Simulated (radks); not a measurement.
Charge is removed step by step from the 2s down level of neutral argon, starting from [He] 2s(up 1, down 1) 2p6 3s2 3p6. Method: scalar-relativistic Kohn-Sham, PBE, spin-polarised, spherical densities, point nucleus; computed with a radial shooting solver on a logarithmic mesh with Libxc functionals.

removed (e),E - E(0) (eV),eigenvalue (eV),E minus straight line (eV)
0,0.000,-296.99,0.000
0.1,29.856,-300.22,-1.491
0.2,60.037,-303.48,-2.658
0.3,90.545,-306.77,-3.498
0.4,121.38,-310.08,-4.007
0.5,152.55,-313.42,-4.184
0.6,184.06,-316.78,-4.026
0.7,215.90,-320.16,-3.531
0.8,248.08,-323.57,-2.696
0.9,280.61,-326.99,-1.520
1,313.47,-330.43,0.000

Removing the whole electron costs 313.47 eV by Delta-SCF, against 296.99 eV from minus the eigenvalue at the starting occupation. Slater's transition state (half an electron removed) gives 313.42 eV. Integrating minus the eigenvalue over the occupation (Janak's theorem) gives 313.52 eV. In this scalar-relativistic scheme the density is built from large components alone, so the theorem holds only approximately. The mean slope of the eigenvalue, de/dn, is 33.4 eV per electron.
